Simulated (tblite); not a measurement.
Species: C5H11ClGeO.
Atom-mapped SMILES: `[CH3:1][CH2:2]/[C:3](=[CH:4]\[Cl:5])[GeH2:6][O:7][CH3:8]` (hydrogens: H9, H10, H11 on C1; H12, H13 on C2; H14 on C4; H15, H16 on Ge6; H17, H18, H19 on C8)

Computed with GFN2-xTB (tblite), gas phase: L-BFGS steps from a force-field or distance-geometry start until the largest atomic force falls under 0.01 eV/Å.

Step 168: E = -730.3542 eV
```
atom  x, y, z in Å  |  force x, y, z in eV/Å
C1      2.5570   -0.9817    0.1273    0.018   0.014   0.024
C2      1.6175   -0.0585    0.8962   -0.012  -0.008   0.011
C3      0.5302    0.4527    0.0057   -0.024  -0.045  -0.001
C4      0.3433    1.7265   -0.2980    0.010   0.042  -0.005
Cl5     1.3152    3.0280    0.2984   -0.022  -0.008  -0.022
Ge6    -0.7079   -0.8765   -0.7822   -0.018  -0.020  -0.011
O7     -2.3052   -0.2014   -1.0507    0.000   0.023  -0.007
C8     -3.1662    0.3224   -0.0625    0.015  -0.019   0.007
H9      3.0494   -0.4384   -0.6750    0.009   0.010  -0.002
H10     1.9963   -1.8068   -0.3114   -0.005  -0.026  -0.007
H11     3.3153   -1.3890    0.7922   -0.005   0.008  -0.025
H12     1.1589   -0.6207    1.7146    0.000  -0.018   0.020
H13     2.1763    0.7751    1.3218    0.021   0.017   0.018
H14    -0.4439    2.0633   -0.9572   -0.002   0.004   0.011
H15    -0.4165   -1.2933   -2.1895    0.001  -0.008  -0.018
H16    -0.8110   -2.0794    0.1422    0.004   0.017   0.002
H17    -3.4620   -0.4504    0.6516   -0.006   0.025   0.006
H18    -4.0572    0.6915   -0.5738    0.025  -0.001   0.005
H19    -2.6994    1.1458    0.4849   -0.011  -0.008  -0.007
```

Step 169: E = -730.3548 eV
```
atom  x, y, z in Å  |  force x, y, z in eV/Å
C1      2.5620   -0.9782    0.1254    0.012   0.019   0.026
C2      1.6173   -0.0627    0.8965   -0.016   0.004   0.002
C3      0.5281    0.4447    0.0065   -0.032  -0.040   0.004
C4      0.3344    1.7185   -0.2919    0.004   0.077  -0.024
Cl5     1.2990    3.0248    0.3080   -0.025  -0.021  -0.023
Ge6    -0.7098   -0.8837   -0.7827   -0.026  -0.025  -0.021
O7     -2.3062   -0.2050   -1.0534    0.001   0.036   0.010
C8     -3.1603    0.3317   -0.0654    0.021  -0.025  -0.002
H9      3.0483   -0.4312   -0.6779    0.007   0.015  -0.009
H10     2.0055   -1.8067   -0.3111   -0.001  -0.040  -0.013
H11     3.3257   -1.3776    0.7883    0.001  -0.009  -0.016
H12     1.1604   -0.6280    1.7135    0.009  -0.020   0.023
H13     2.1716    0.7741    1.3218    0.020   0.015   0.029
H14    -0.4535    2.0542   -0.9515    0.005  -0.004   0.020
H15    -0.4186   -1.3053   -2.1892    0.000  -0.004  -0.010
H16    -0.8180   -2.0848    0.1431    0.007   0.015   0.005
H17    -3.4565   -0.4342    0.6559   -0.007   0.026   0.009
H18    -4.0521    0.7011   -0.5751    0.029  -0.002   0.002
H19    -2.6872    1.1575    0.4735   -0.011  -0.017  -0.012
```

**Question.** Estimate the geometry and energy of step 170. (The exact step hangs on the optimiser's Hessian estimate; all steps are aligned on step 169, rigid shifts and turns removed.)

**Answer.** E = -730.3554 eV, largest force 0.090 eV/Å
```
atom  x, y, z in Å  |  force x, y, z in eV/Å
C1      2.5674   -0.9713    0.1221    0.014   0.019   0.008
C2      1.6162   -0.0683    0.8995   -0.009   0.006  -0.020
C3      0.5252    0.4351    0.0101   -0.042  -0.020   0.005
C4      0.3272    1.7089   -0.2859    0.011   0.085  -0.029
Cl5     1.2861    3.0197    0.3132   -0.021  -0.029  -0.017
Ge6    -0.7126   -0.8922   -0.7806   -0.026  -0.026  -0.030
O7     -2.3059   -0.2072   -1.0556   -0.001   0.041   0.021
C8     -3.1549    0.3415   -0.0694    0.017  -0.022  -0.008
H9      3.0423   -0.4168   -0.6836   -0.001   0.007   0.001
H10     2.0164   -1.8046   -0.3129    0.016  -0.040  -0.007
H11     3.3409   -1.3614    0.7792   -0.008  -0.019  -0.016
H12     1.1626   -0.6409    1.7124    0.011  -0.029   0.036
H13     2.1647    0.7703    1.3277    0.019   0.024   0.040
H14    -0.4605    2.0427   -0.9460   -0.010  -0.002   0.010
H15    -0.4198   -1.3215   -2.1856   -0.002   0.004   0.002
H16    -0.8277   -2.0897    0.1480    0.008   0.008   0.010
H17    -3.4569   -0.4173    0.6566   -0.002   0.018   0.011
H18    -4.0445    0.7150   -0.5796    0.026  -0.003  -0.007
H19    -2.6762    1.1674    0.4647   -0.003  -0.021  -0.013
```

The energy changes by -0.0006 eV. The first-order estimate −F·Δx gives -0.0009 eV and the mean of the old and new forces, exact on a quadratic surface, -0.0006 eV. The step makes an angle of 85° with the force vector and moves no atom by more than 0.024 Å.

What follows is the cost of the whole relaxation. On one thread of an Arm Neoverse V1, shared host with 32 logical CPUs at a one-minute load of 29, this took 1.6 s of wall time.
